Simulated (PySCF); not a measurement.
Run record: geometry optimisation, [Ag(edt)Br2]2- (`[Br][Ag-2]1([Br])[S]C=C[S]1`) [radical].

Method: PBE0-D3(BJ)/def2-SVP geometry optimisation, gas phase, def2 core potentials past Kr (PySCF 2.14.0). Start geometry: GFN2-xTB. The input is one job of a driver script: a line of settings, then coordinates in Å.

Input:
```
{"job": {"xc": "PBE0", "basis": "def2-SVP", "d3": "d3bj", "grid": 1, "maxiter": 40, "kind": "geom"}, "charge": -2, "multiplicity": 2}
Ag    -1.209400    -1.224290     0.003730
S      1.324910    -1.035080     0.025420
C      1.605440     0.676720     0.004150
C      0.657120     1.613550    -0.011020
S     -1.051140     1.312320    -0.023190
H      2.656150     0.937060     0.006650
H      0.904860     2.667300    -0.020480
Br    -3.840230    -1.094330     0.021310
Br    -1.047710    -3.853250    -0.006580
```

Output:
```
step   0  E = -6167.30545454  max force = 0.013671
step   1  E = -6167.30751874  max force = 0.004505
step   2  E = -6167.30774901  max force = 0.001633
step   3  E = -6167.30777437  max force = 0.000505
step   4  E = -6167.30778284  max force = 0.000221
optimisation converged
```

Energies in Eh; «max force» is the largest Cartesian gradient component in Eh/bohr.

Question: Give the first gradient maximum in eV/Å.

Answer: With 1 Eh/bohr = 51.422 eV/Å, 0.703 eV/Å.

Question: How much energy does the optimisation release, in eV?

Answer: E(step 0) − E(last step) = 0.002328 Eh, which is 0.063 eV.

Summary of the converged run: final energy -6167.30778 Eh after 4 steps.

Question: Give the final coordinates.

Answer: 0.045 Å rms from the input after alignment:
```
atom  x, y, z in Å
Ag1   -1.1754   -1.1852    0.0052
S2     1.3066   -1.0769    0.0263
C3     1.5925    0.6461    0.0044
C4     0.6336    1.5973   -0.0154
S5    -1.0871    1.2972   -0.0286
H6     2.6494    0.9559    0.0073
H7     0.9346    2.6567   -0.0240
Br8   -3.8586   -1.0241    0.0434
Br9   -0.9956   -3.8672   -0.0185
```

The ion is multiply charged and computed in the gas phase, without counter-ions or solvent; whether it holds all its electrons wasn't checked.

On an x86-64 server with one thread (shared host), this took 2.0 min wall.
Labels such as C1 count atoms from 1, the log's own numbers from 0.

Neither the SCF state along the optimisation nor the shape of the open-shell metal species was proved the lowest: other solutions of the same spin, or a structure of lower symmetry, can lie below.
